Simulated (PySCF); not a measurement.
**How methods differ on the ionisation energy of Te²⁺**

Te²⁺ [Kr] 4d10 5s2 5p2 (3P) → Te³⁺ [Kr] 4d10 5s2 5p1 (2P), as a difference of total energies. Calculation: PySCF 2.14, in aug-cc-pVTZ-PP with ECP28MDF (6s5p4d2f, 55 functions); scalar relativity through the core potential. Correlated levels: valence: 4s2 4p6 4d10 frozen. The calculations carry no spin-orbit coupling.

```tsv
method	ionisation energy (eV)
UHF	26.971
SCS-MP2 (valence)	27.241
CCSD(T) (valence)	27.362
CCSDT (valence)	27.367
```

Task: Estimate what MP2 (valence) gives.

Result: 27.304 eV, closest to CCSD(T) (valence) among the rows shown.

Task: Estimate what CCSD (valence) gives.

Result: 27.342 eV, closest to CCSD(T) (valence) among the rows shown.

The reference lies between the lowest fine-structure levels, while these numbers refer to the centres of the terms.

Errors of the correlated levels include the incompleteness of this basis and the frozen core.

For comparison: 27.84 ± 0.04 eV (measured; NIST Atomic Spectra Database, ionization energies).
